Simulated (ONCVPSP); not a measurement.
**Reading a pseudo-wave (Li)**

Columns: radius, all-electron u(r) and pseudo u(r) of the 2s shell (level -2.82 eV) of lithium in the configuration [He] 2s1; PBEsol, scalar-relativistic, ONCV scheme, ONCVPSP 4.0.1.

| r (bohr) | all-electron | pseudo |
| --- | --- | --- |
| 0.165 | -0.1576 | 0.0288 |
| 0.330 | -0.1829 | 0.0577 |
| 0.495 | -0.1458 | 0.0869 |
| 0.660 | -0.0810 | 0.1171 |
| 0.825 | -0.0061 | 0.1488 |
| 0.990 | 0.0697 | 0.1822 |
| 1.155 | 0.1416 | 0.2170 |
| 1.320 | 0.2073 | 0.2526 |
| 1.485 | 0.2658 | 0.2880 |
| 1.650 | 0.3171 | 0.3226 |
| 1.815 | 0.3618 | 0.3561 |
| 1.980 | 0.4006 | 0.3883 |
| 2.145 | 0.4332 | 0.4190 |
| 2.310 | 0.4598 | 0.4473 |
| 2.475 | 0.4806 | 0.4718 |
| 2.640 | 0.4962 | 0.4913 |
| 2.805 | 0.5070 | 0.5051 |
| 2.970 | 0.5135 | 0.5130 |
| 3.135 | 0.5162 | 0.5161 |
| 3.300 | 0.5154 | 0.5154 |
| 3.465 | 0.5115 | 0.5115 |
| 3.630 | 0.5050 | 0.5050 |
| 3.795 | 0.4961 | 0.4961 |
| 3.960 | 0.4854 | 0.4854 |
| 4.125 | 0.4729 | 0.4729 |
| 4.290 | 0.4591 | 0.4591 |

(1) How many radial nodes do the two functions have?

(2) At about which radius was the pseudo-wave matched?

(3) Is the pseudo-wave norm-conserving?

Answers

(1) The all-electron 2s function has n − l − 1 = 1; the pseudo-wave has 0, since the states of the same l below it are removed with the core.

(2) 3.30 bohr. The columns agree to 0.0005 from 2.97 bohr on; several derivatives are matched, so the curves merge somewhat inside the radius.

(3) Yes: the ONCV scheme keeps the norm inside the radius equal to the all-electron one, which fixes the energy derivative of the logarithmic derivative at the level.
